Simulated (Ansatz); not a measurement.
`CC[N](C)[GaH2]`. Charge 0, multiplicity 1.

Z-matrix (Å, degrees):
```
C
C 1 1.511
H 1 1.092 2 109.9
H 1 1.093 2 111.5 3 -119.7
H 1 1.093 2 111.5 3 119.7
N 2 1.444 1 114.7 3 -180.0
H 2 1.102 1 109.1 3 57.3
H 2 1.102 1 109.1 3 -57.3
Ga 6 1.825 2 128.1 1 -0.1
C 6 1.443 2 111.6 1 179.9
H 9 1.558 6 121.1 2 0.0
H 9 1.564 6 113.0 2 -179.9
H 10 1.100 6 111.5 2 -59.8
H 10 1.100 6 111.5 2 59.8
H 10 1.092 6 110.8 2 180.0
```

(1) What are the harmonic wavenumbers in cm⁻¹ at PBE0-D4/def2-TZVP (Ansatz, finite differences of forces, unscaled)? (Best estimate.)

(2) Is this a minimum?

(3) Give the ideal-gas thermochemistry at 298.15 K and 1 bar (rigid rotor, harmonic oscillator; point group Cs, symmetry number 1).

(4) And at 400, 500, 600, 800 and 1000 K?

(5) Rotational constants (cm⁻¹)?

Results:

(1) The calculation gave: 99, 189, 203, 236, 295, 297, 312, 418, 544, 559, 584, 745, 809, 923, 1089, 1094, 1126, 1168, 1200, 1283, 1302, 1389, 1418, 1452, 1475, 1482, 1486, 1501, 1514, 1986, 2010, 2962, 2977, 2980, 3018, 3050, 3118, 3123, 3130.

(2) Yes, all 39 modes are real.

(3) Zero-point energy 326.2 kJ/mol; H(298) − E = 349.0 kJ/mol; entropy 357.1 J/(mol·K), of which translation 169.5, rotation 114.9, vibration 72.7; G(298) − E = 242.5 kJ/mol. Modes under 100 cm⁻¹ are hindered rotations or soft bends, so the harmonic entropy is rough.

(4) 
```
T (K)  H − E (kJ/mol)  S (J/mol/K)  G − E (kJ/mol)
  400           362.9        397.1           204.1
  500           379.4        433.8           162.5
  600           398.3        468.2           117.4
  800           442.0        530.9            17.4
 1000           492.0        586.5           -94.5
```

(5) 0.1358, 0.08007, 0.05182.
